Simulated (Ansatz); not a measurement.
In12As12H30, a nanocrystal cut from wurtzite InAs (hydrogen-capped), relaxed as a singlet with RKS PBE-D4/def2-SVP in Ansatz, starting from a model built from a lattice or polyhedron. Force threshold 0.03 eV/Å.

In the def2 sets In takes a core potential; there is no spin–orbit coupling. Single mean-field runs in def2-SVP are fitted with def2-universal-jkfit.

Start:

Cartesian coordinates in Å:
```
In -1.2874 -0.0322 4.7644
As 1.1636 0.5995 5.4639
In -3.8886 -0.8076 1.4519
As -4.8482 1.0733 -0.0806
As -1.4496 -0.2006 2.1606
In -0.7679 2.0780 1.0853
In 2.6476 0.8139 3.3331
As 1.7070 2.7027 1.7732
In -3.3831 1.3380 -2.2046
As -0.9067 1.9135 -1.5299
In -0.2381 4.1715 -2.5853
In 3.2006 2.8912 -0.3631
As 2.2130 4.8190 -1.8760
As -3.9073 -3.0971 0.1685
In 0.1923 -2.0803 1.3359
As 2.6457 -1.4768 2.0218
In -2.3898 -2.8767 -2.0038
As -3.3694 -0.9664 -3.5479
As 0.0660 -2.2718 -1.2713
In 0.7188 0.0344 -2.3487
In 4.1330 -1.2541 -0.1298
As 3.1734 0.6571 -1.6696
In 1.6729 -4.1423 -2.1467
As 4.1485 -3.5306 -1.4465
H -2.3785 1.2253 5.3199
H -1.7625 -1.5700 5.4868
H 1.1660 1.9015 6.2420
H 1.6928 -0.5246 6.3883
H -4.8876 -0.9802 2.8708
H -4.8492 2.3958 0.6692
H -6.2760 0.7109 -0.4924
H -1.8800 3.3246 1.6178
H 4.2584 1.2022 3.7889
H 1.6984 4.0115 2.5576
H -3.9826 2.5604 -3.2562
H -1.3448 5.4338 -2.0389
H -0.3346 4.0558 -4.3345
H 4.8210 3.3222 0.1134
H 2.2086 6.1266 -1.1467
H 3.0907 4.9360 -3.1252
H -5.3507 -3.4757 -0.2395
H -3.3370 -4.2013 1.0064
H -0.2625 -3.5888 2.0221
H 3.2143 -2.5606 2.9241
H -2.4018 -4.3732 -2.8636
H -4.8018 -1.3195 -3.9409
H -2.5175 -0.8512 -4.7660
H 0.6374 -0.1063 -4.0969
H 5.7699 -0.8556 0.3488
H 4.0342 0.7619 -2.9155
H 1.2310 -5.6726 -1.4120
H 1.6154 -4.2347 -3.8511
H 4.6710 -4.6125 -0.5465
H 5.0119 -3.3971 -2.6849
```

```json
{"step": "1", "energy (eV)": "-792485.5034", "largest force component (eV/Å)": "1.423", "SCF passes": "19"}
{"step": "2", "energy (eV)": "-792487.7755", "largest force component (eV/Å)": "0.480", "SCF passes": "24"}
{"step": "3", "energy (eV)": "-792488.3092", "largest force component (eV/Å)": "0.118", "SCF passes": "25"}
{"step": "4", "energy (eV)": "-792488.3466", "largest force component (eV/Å)": "0.043", "SCF passes": "20"}
{"step": "5", "energy (eV)": "-792488.3521", "largest force component (eV/Å)": "0.012", "SCF passes": "20"}
```

Force components are those of the run's own axes.

End:

```xyz
54

In   -1.5899   -0.0850    4.9198
As    1.0636    0.5465    5.3542
In   -3.9166   -0.8062    1.7766
As   -4.7111    0.9838   -0.1119
As   -1.4064   -0.1976    2.2277
In   -0.9324    2.1766    1.1138
In    2.8685    0.8532    3.3873
As    1.6810    2.5695    1.7186
In   -3.3210    1.5801   -2.3727
As   -0.8638    1.9613   -1.5411
In   -0.4777    4.3256   -2.7859
In    3.3985    2.9655   -0.2896
As    2.1061    4.7002   -1.8830
As   -3.8001   -2.9523    0.1086
In    0.0852   -2.2298    1.3649
As    2.5935   -1.3753    1.9392
In   -2.2380   -3.1111   -2.1127
As   -3.3031   -0.9491   -3.3741
As    0.1184   -2.2971   -1.2993
In    0.6471    0.0039   -2.5340
In    4.3599   -1.1926   -0.0578
As    3.0952    0.6282   -1.5485
In    1.5296   -4.3731   -2.2945
As    3.9930   -3.4791   -1.4206
H    -2.4570    1.3549    5.3689
H    -1.7590   -1.6994    5.5457
H     1.2071    1.7913    6.2297
H     1.7115   -0.4177    6.3477
H    -5.1409   -1.0210    2.9954
H    -4.8468    2.3106    0.6299
H    -6.1985    0.8124   -0.4247
H    -1.9562    3.4637    1.7045
H     4.4821    1.2561    3.9007
H     1.7359    3.8926    2.4866
H    -4.2190    2.6618   -3.3996
H    -1.4041    5.5537   -1.9735
H    -0.2991    4.0463   -4.4938
H     5.0232    3.4081    0.1505
H     2.2746    6.0641   -1.2136
H     3.0665    4.9751   -3.0400
H    -5.2040   -3.4876   -0.1782
H    -3.3532   -4.1157    0.9895
H    -0.2854   -3.7634    2.1162
H     3.2017   -2.4514    2.8424
H    -2.5493   -4.5751   -3.0019
H    -4.6634   -1.2988   -3.9800
H    -2.5501   -0.8498   -4.6978
H     0.6375   -0.0961   -4.2785
H     6.0038   -0.8336    0.3869
H     4.0101    0.7716   -2.7675
H     1.2164   -5.7896   -1.3343
H     1.6077   -4.2247   -4.0262
H     4.7203   -4.5501   -0.6078
H     5.0083   -3.4345   -2.5624
```

By distances, no bond broke or formed. The bond that changes most is In1–As2, from 2.63 to 2.76 Å (atoms count from 1).

No frequencies were taken in this run, so the end may be a saddle point.

Hardware: 11 threads of AMD EPYC 7R13 on a shared host and a whole NVIDIA H100 80GB HBM3. Wall time 29 s, peak host memory 1.7 GiB.
